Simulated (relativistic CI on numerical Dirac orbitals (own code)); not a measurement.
Magnetism of Mo+, 4d5, in a crystal field

Calculated by Dirac-Coulomb-Breit CI, KLI orbitals optimised for each configuration, a model potential for QED, one configuration in a parametric crystal field, unscaled Slater integrals (own radial code). With so little scaling, terms lie 10 to 35 % too far apart, which can change the order of excited levels.

Field parameters in Wybourne normalisation: D3d B²₀ = −7Dσ, B⁴₀ = −14Dq − 21Dτ, B⁴₃ = −14√(10/7) Dq. The field is a parameter set, without covalency.

S is read from ⟨S²⟩ = S(S + 1).

Powder χT (cm³ K mol⁻¹) by Van Vleck's formula, with temperature-independent terms:

```csv
Field,2 K,5 K,10 K,20 K,50 K,100 K,200 K,300 K
"D3d, 10Dq = 17000, Dσ = -1200, Dτ = 240 cm⁻¹",0.533,0.537,0.545,0.559,0.603,0.676,0.82,0.947
"D3d, 10Dq = 17000, Dσ = -980, Dτ = 240 cm⁻¹",0.595,0.599,0.605,0.618,0.657,0.721,0.849,0.964
"D3d, 10Dq = 17000, Dσ = -760, Dτ = 240 cm⁻¹",0.633,0.637,0.643,0.654,0.688,0.745,0.858,0.959
"D3d, 10Dq = 17000, Dσ = -550, Dτ = 240 cm⁻¹",0.65,0.653,0.658,0.668,0.7,0.753,0.856,0.946
"D3d, 10Dq = 17000, Dσ = -330, Dτ = 240 cm⁻¹",0.653,0.656,0.661,0.671,0.701,0.751,0.848,0.93
"D3d, 10Dq = 17000, Dσ = -110, Dτ = 240 cm⁻¹",0.649,0.652,0.657,0.667,0.695,0.743,0.836,0.913
"D3d, 10Dq = 17000, Dσ = 110, Dτ = 240 cm⁻¹",0.641,0.643,0.648,0.658,0.686,0.732,0.823,0.895
"D3d, 10Dq = 17000, Dσ = 330, Dτ = 240 cm⁻¹",0.629,0.632,0.636,0.646,0.673,0.72,0.808,0.878
```

**Question.** For D3d, 10Dq = 17000, Dσ = 110, Dτ = 240 cm⁻¹: what effective moment follows at 300 K?

**Answer.** μ_eff = √(8χT) = 2.68 μB. The ground level has S = 0.54; the spin-only moment for S = 1/2 is 1.73 μB. The difference comes from the orbital moment, spin-orbit mixing of terms and temperature-independent paramagnetism, all larger in this ionic model than in covalent complexes.
